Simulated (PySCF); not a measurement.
furan-2-ylsilane (C4H6OSi), SMILES [SiH3]c1ccco1. Atoms are numbered in the order given.

```xyz
12

Si    -0.0084     2.0505     0.0000
C      0.0989     0.1850     0.0000
C      1.1619    -0.6794     0.0000
C      0.6191    -2.0085     0.0000
C     -0.7352    -1.8509     0.0000
O     -1.0625    -0.5417     0.0000
H     -0.7260     2.5428    -1.2104
H     -0.7260     2.5428     1.2104
H      1.3897     2.5660     0.0000
H      2.2144    -0.3972     0.0000
H      1.1644    -2.9511     0.0000
H     -1.5662    -2.5543     0.0000
```

The structure is a stationary point at ωB97X-D3(BJ)/def2-SVP.

Calculation: M06-2X/def2-TZVP (PySCF).

Symmetry labels are those of the subgroup Cs that the program uses (full group Cs).

Computed valence orbital energies around the gap with their symmetry:
```csv
orbital,symmetry,energy (eV)
HOMO−7,A',-13.42
HOMO−6,A',-12.77
HOMO−5,A',-12.43
HOMO−4,A",-11.11
HOMO−3,A',-11.10
HOMO−2,A',-10.91
HOMO−1,A",-9.42
HOMO,A",-7.85
LUMO,A",0.58
LUMO+1,A',1.50
LUMO+2,A',2.04
LUMO+3,A",2.40
```
